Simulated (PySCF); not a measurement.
Some computed properties have been withheld. Give your best values.

C₃H₁₂O₂SSi₂.
Numbering: `[CH3:1][CH2:2][O:3][C@@H:4]([SiH3:5])[O:6][SiH2:7][SH:8]` (hydrogens: H9, H10, H11 on C1; H12, H13 on C2; H14 on C4; H15, H16, H17 on Si5; H18, H19 on Si7; H20 on S8)

```tsv
property	level	value
point group of the GFN2-xTB geometry	GFN2-xTB	C1
rotational constants A, B, C of the GFN2-xTB geometry	GFN2-xTB	?
dipole moment	PBE0/pcSseg-1	?
HOMO energy	PBE0/pcSseg-1	?
LUMO energy	PBE0/pcSseg-1	?
13C chemical shifts (computed TMS as zero) by class	GIAO PBE0/pcSseg-1	?
1H chemical shifts (computed TMS as zero) by class	GIAO PBE0/pcSseg-1	?
isotropic shieldings of nuclei other than C and H, by class	GIAO PBE0/pcSseg-1	?
```

The electronic properties come from PySCF, for the isolated species, density fitting. One conformer (not necessarily the lowest) at the GFN2-xTB geometry, without solvent or vibrations. GFN2-xTB frequencies show an imaginary mode (65i cm⁻¹), so this geometry is no minimum at that level. NMR classes are plain means over equivalent atoms (diastereotopic ones count apart unless rotation or inversion swaps them), as if these changed places fast; in this geometry the members of some classes differ.

What is the HOMO energy?

-7.10 eV.

What is the dipole moment?

3.37 D.

The 1H chemical shifts (computed TMS as zero) by class?

5.67 (H18), 5.47 (H19), 5.14 (H14), 4.50 (H13), 3.83 (H15/H16/H17), 3.45 (H12), 1.27 (H9/H10/H11), 0.29 (H20) ppm.

The isotropic shieldings of nuclei other than C and H, by class?

230 (O3), 250 (O6), 366 (Si7), 423 (Si5), 765 (S8) ppm.

What are the rotational constants A, B, C of the GFN2-xTB geometry?

1.609, 0.645, 0.491 GHz.

Give the LUMO energy.

0.24 eV.

Give the 13C chemical shifts (computed TMS as zero) by class.

103.6 (C4), 78.0 (C2), 19.1 (C1) ppm.

In atomic units the dipole is 1.33 e·bohr (1 au = 2.5417 D). The rotational constants make it an asymmetric top with κ = (2B − A − C)/(A − C) = -0.73, nearer the prolate limit (−1). With B = h/(8π²I), that is 505.379 GHz u Å² over I, the principal moments of inertia are 314.1, 783.9 and 1028.3 u Å² (most abundant isotopes); the inertial defect Ic − Ia − Ib is -69.7 u Å² (zero for a rigid planar frame, negative otherwise).
